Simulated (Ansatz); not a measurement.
Reaction (substitution at a C–Ge bond): `F[SiH](F)[CH2][GeH3]` + `[OH][AlH2]` → `F[SiH](F)C[O][AlH2]` + GeH₄

Program: Ansatz. Geometries: PBE0-D4/def2-TZVP. ΔE: electronic, gas phase. CBS: MP2 limit from def2 TZ/QZ plus the TZ coupled-cluster correction, frozen cores. This one scheme is used for every species. Functionals use def2-TZVPP. For Ge outer-core shells are correlated without core-valence functions, which leaves a few kJ/mol of doubt a bond. Scalar relativity is left out up to krypton. One conformer a species, not always the lowest.

```
             level  ΔE (eV)
            PBE-D4     1.08
           PBE0-D4     1.13
           ωB97X-V     1.09
              PBE0     1.12
     HF/def2-TZVPP     1.02
    MP2/def2-QZVPP     1.32
SCS-MP2/def2-QZVPP     1.23
    CCSD/CBS(def2)     1.22
```

(1) What does CCSD(T)/CBS give? (Best estimate.)

Largest T1 diagnostic among the species: 0.013.

Results:

(1) Computed: +1.23 eV. The listed levels differ from it by -0.15, -0.10, -0.14, -0.11, -0.21, 0.09, 0.00, -0.01 eV.

In def2-TZVPP, CCSD(T) changes the Hartree–Fock value by +0.16 eV (the triples alone add +0.01 eV) and MP2 by +0.27 eV. From PBE to PBE0 (25 % exact exchange), in def2-TZVPP and without D4, ΔE moves by +0.05 eV.
